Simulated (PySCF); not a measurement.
**Silicon: a sound run and one with changed settings**

Sound run: Si⁺ [Ne] 3s2 3p1, Si²⁺ [Ne] 3s2. All numbers are calculated (PySCF 2.14, scalar relativity by spin-free X2C-1e, in aug-cc-pVDZ-DK). In the sound run the correlated levels freeze [Ne]. The sound run starts from symmetry-adapted Hartree-Fock orbitals and uses a fine grid where one is needed.

Changed run: a valence shell is frozen. This setting is unsound on purpose.

Ionisation energy of Si⁺:

```csv
method,sound run (eV),changed run (eV)
UHF,15.808,15.808
MP2,15.979,15.808
SCS-MP2,15.959,15.808
CCSD,16.080,15.808
CCSD(T),16.099,15.808
CCSDT,n/a,15.808
FCI,n/a,15.808
```

Freezing a valence shell removes pair correlation that changes on ionisation.

For comparison, NIST gives 16.346 eV between the lowest levels.
